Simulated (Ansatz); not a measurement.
Program: Ansatz. Geometries: PBE0-D4/def2-TZVP. ΔE: electronic, gas phase. CCSD(T)/CBS adds triple-zeta CCSD(T) − MP2 to the extrapolated MP2 energy (def2 sets, frozen cores). This one scheme is used for every species. For Ge outer-core shells are correlated without core-valence functions, which leaves a few kJ/mol of doubt a bond. Scalar relativity is left out up to krypton. One conformer a species, not always the lowest.

Consider the hydrogenolysis of a Ge–C bond: `[CH3][GeH2][NH][SiH3]` + H₂ → `[SiH3][NH][GeH3]` + CH₄.

```
                species  CCSD(T)/CBS(def2) energy (Eh)
`[CH3][GeH2][NH][SiH3]`                    -2463.39526
                     H₂                       -1.17544
     `[SiH3][NH][GeH3]`                    -2424.11992
                    CH₄                      -40.46206
```

Task: Work out ΔE.

Result: ΔE = (-2424.11992) + (-40.46206) − (-2463.39526) − (-1.17544) = -0.01128 Eh = -29.6 kJ/mol.

Task: What do rigid-rotor, harmonic-oscillator terms from PBE0-D4/def2-TZVP frequencies (298.15 K, 1 bar) make of the CCSD(T)/CBS value? (An estimate is asked.)

Result: Ansatz gave: ΔZPE = +14.8 kJ/mol, ΔH = -18.1 kJ/mol, ΔS = 16 J/(mol·K), ΔG = -23.0 kJ/mol. Modes under 50 cm⁻¹ make the entropy rough.

Largest T1 diagnostic among the species: 0.011.

In def2-TZVPP, CCSD(T) changes the Hartree–Fock value by +23.5 kJ/mol (the triples alone add +4.0 kJ/mol) and MP2 by +29.3 kJ/mol. At CCSD(T), def2-SVP lies −16.6 kJ/mol from the extrapolated value and def2-TZVPP −1.1 kJ/mol.
